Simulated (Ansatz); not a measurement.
`BC[CH2][ZnH]`. The species carries charge 0 and has multiplicity 1. The structure was optimised at the PBE0-D4/def2-TZVP level. It is one conformer, not always the lowest.

```xyz
11

B     0.114   -1.578    0.141
C    -0.817   -0.356    0.279
C    -0.196    1.039    0.372
Zn    1.250    1.366   -0.909
H    -0.254   -2.687    0.407
H     1.215   -1.447   -0.333
H    -1.349   -0.474   -0.692
H    -1.614   -0.515    1.017
H    -0.960    1.818    0.269
H     0.229    1.180    1.372
H     2.381    1.654   -1.923
```

(1) What is the dipole moment at B3LYP/def2-TZVPP? (Estimate.)

(2) And with PBE, r2SCAN, ωB97M-V? (An estimate is asked.)

(3) Give the Mulliken charges with B3LYP, ωB97M-V, r2SCAN in def2-TZVPP. (An estimate is asked.)

Answers

(1) The calculation gave: 1.09 D, with components (-0.92, 0.32, 0.49) D in this frame, pointing from negative to positive charge.

(2) Ansatz gave: PBE 1.18 D, r2SCAN 1.13 D, ωB97M-V 1.05 D.

(3) The calculation gave: 
```
atom  B3LYP  ωB97M-V  r2SCAN
  B1  -0.09    -0.17   -0.01
  C2  -0.16    -0.22   -0.09
  C3  -0.23    -0.34   -0.21
 Zn4   0.26     0.26    0.26
  H5   0.03     0.08    0.00
  H6   0.02     0.06   -0.01
  H7   0.07     0.10    0.04
  H8   0.09     0.12    0.05
  H9   0.08     0.12    0.06
 H10   0.08     0.11    0.06
 H11  -0.14    -0.11   -0.14
```

B3LYP here is the variant with VWN-RPA as its local correlation; programs differ in this.
